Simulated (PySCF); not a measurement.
**The first ionisation energy along the 5d series**

Calculated with PySCF 2.14 from differences of total energies of unrestricted determinants, without spin-orbit coupling. Values in eV. The last column holds reference values (NIST; (s) semi-empirical, (t) theoretical, else measured). Unmarked ones compare directly (S terms, centres of terms, or small fine structure); those marked * lie between the lowest fine-structure levels and include a spin-orbit shift.

```json
{"element": "Hf (aug-cc-pVTZ-PP with one added diffuse shell each of s, p, d, f, g type with ECP60MDF, ECP)", "configurations": "[Xe] 4f14 5d2 6s2 → [Xe] 4f14 5d1 6s2", "UHF": "n/a", "LDA": "n/a", "PBE0": "n/a", "MP2 (valence)": "n/a", "SCS-MP2 (valence)": "n/a", "reference": "6.712"}
{"element": "Ta (aug-cc-pVTZ-PP with one added diffuse shell each of s, p, d, f, g type with ECP60MDF, ECP)", "configurations": "[Xe] 4f14 5d3 6s2 → [Xe] 4f14 5d3 6s1", "UHF": "5.738", "LDA": "7.621", "PBE0": "7.045", "MP2 (valence)": "6.950", "SCS-MP2 (valence)": "7.194", "reference": "7.573"}
{"element": "W (aug-cc-pVTZ-PP with one added diffuse shell each of s, p, d, f, g type with ECP60MDF, ECP)", "configurations": "[Xe] 4f14 5d4 6s2 → [Xe] 4f14 5d4 6s1", "UHF": "5.885", "LDA": "7.908", "PBE0": "7.279", "MP2 (valence)": "7.238", "SCS-MP2 (valence)": "7.512", "reference": "7.825"}
{"element": "Re (aug-cc-pVTZ-PP with one added diffuse shell each of s, p, d, f, g type with ECP60MDF, ECP)", "configurations": "[Xe] 4f14 5d5 6s2 → [Xe] 4f14 5d5 6s1", "UHF": "5.925", "LDA": "8.049", "PBE0": "7.342", "MP2 (valence)": "7.373", "SCS-MP2 (valence)": "7.671", "reference": "7.834"}
{"element": "Os (aug-cc-pVTZ-PP with one added diffuse shell each of s, p, d, f, g type with ECP60MDF, ECP)", "configurations": "[Xe] 4f14 5d6 6s2 → [Xe] 4f14 5d6 6s1", "UHF": "6.523", "LDA": "8.769", "PBE0": "8.052", "MP2 (valence)": "8.094", "SCS-MP2 (valence)": "8.326", "reference": "8.473"}
{"element": "Ir (aug-cc-pVTZ-PP with one added diffuse shell each of s, p, d, f, g type with ECP60MDF, ECP)", "configurations": "[Xe] 4f14 5d7 6s2 → [Xe] 4f14 5d7 6s1", "UHF": "7.033", "LDA": "9.349", "PBE0": "8.637", "MP2 (valence)": "8.709", "SCS-MP2 (valence)": "8.872", "reference": "8.926"}
{"element": "Pt (aug-cc-pVTZ-PP with one added diffuse shell each of s, p, d, f, g type with ECP60MDF, ECP)", "configurations": "[Xe] 4f14 5d9 6s1 → [Xe] 4f14 5d9", "UHF": "7.568", "LDA": "9.734", "PBE0": "9.047", "MP2 (valence)": "9.019", "SCS-MP2 (valence)": "8.797", "reference": "8.959 *"}
{"element": "Au (aug-cc-pVTZ-PP with one added diffuse shell each of s, p, d, f, g type with ECP60MDF, ECP)", "configurations": "[Xe] 4f14 5d10 6s1 → [Xe] 4f14 5d10", "UHF": "7.681", "LDA": "9.897", "PBE0": "9.218", "MP2 (valence)": "9.189", "SCS-MP2 (valence)": "8.987", "reference": "9.226"}
{"element": "Hg (aug-cc-pVTZ-PP with one added diffuse shell each of s, p, d, f, g type with ECP60MDF, ECP)", "configurations": "[Xe] 4f14 5d10 6s2 → [Xe] 4f14 5d10 6s1", "UHF": "8.501", "LDA": "10.863", "PBE0": "10.152", "MP2 (valence)": "10.440", "SCS-MP2 (valence)": "10.367", "reference": "10.438"}
```

```json
{"method": "UHF", "elements": "7", "mean error (eV)": "-1.858", "mean absolute error (eV)": "1.858", "largest error (eV)": "-1.950"}
{"method": "LDA", "elements": "7", "mean error (eV)": "0.309", "mean absolute error (eV)": "0.309", "largest error (eV)": "0.672"}
{"method": "PBE0", "elements": "7", "mean error (eV)": "-0.367", "mean absolute error (eV)": "0.367", "largest error (eV)": "-0.546"}
{"method": "MP2 (valence)", "elements": "7", "mean error (eV)": "-0.329", "mean absolute error (eV)": "0.330", "largest error (eV)": "-0.623"}
{"method": "SCS-MP2 (valence)", "elements": "7", "mean error (eV)": "-0.195", "mean absolute error (eV)": "0.195", "largest error (eV)": "-0.379"}
```

Errors include the incompleteness of the basis and the frozen core.

"Valence" correlates the outer s and p shells and, in groups 3 to 12 and the f block, the outer d or f shell, open or full, or the next shell where the ion has no valence electron left; the wider scheme adds the next inner shell.
